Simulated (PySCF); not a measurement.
Stepwise substitution at one centre (B Br-SH). All species are isolated molecules in the gas phase. One relaxed conformer stands for each flexible species; it need not be the lowest. Strings in code marks are SMILES.

The numbers are results of PySCF with r2SCAN-D4/def2-TZVP, not measurements. Excitations are Tamm–Dancoff values on a coarser integration grid. The basis has no diffuse functions, so Rydberg states are missing or too high.

```csv
species,HOMO (eV),S1–T1 gap (TDA) (eV)
0 of 3 Br replaced by SH (`BrB(Br)Br`),-7.36,___
1 of 3 Br replaced by SH,-7.38,___
"2 of 3 Br replaced by SH (`SB(S)Br` (H–S–B–Br torsion -180°, Br–B–S–H torsion 180°))",-6.98,1.07
3 of 3 Br replaced by SH (`SB(S)S`),-6.70,0.89
```

Task: What belongs in the gaps?

Result: 
- 0 of 3 Br replaced by SH (`BrB(Br)Br`), S1–T1 gap (TDA) (eV): 0.19
- 1 of 3 Br replaced by SH, S1–T1 gap (TDA) (eV): 0.69
